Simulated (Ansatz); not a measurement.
Rb₃. The state is a doublet with charge 0. Geometry relaxed at B3LYP/def2-TZVP.

```xyz
3

Rb   -1.1311   -2.0002    2.9112
Rb    0.1419    0.7119   -3.6365
Rb    0.9892    1.2882    0.7253
```

In the def2 sets Rb takes a core potential; there is no spin–orbit coupling. The structure comes from a short search, and lower isomers may exist.

**Question.** Estimate the harmonic wavenumbers at UKS B3LYP/def2-TZVP (Ansatz, unscaled). Is this a minimum?

**Answer.** 4i, 40, 42 cm⁻¹. Yes, no mode is imaginary beyond noise. Zero-point energy 0.5 kJ/mol. It took 18 s on 4 threads of Arm Neoverse V1 on a shared host.
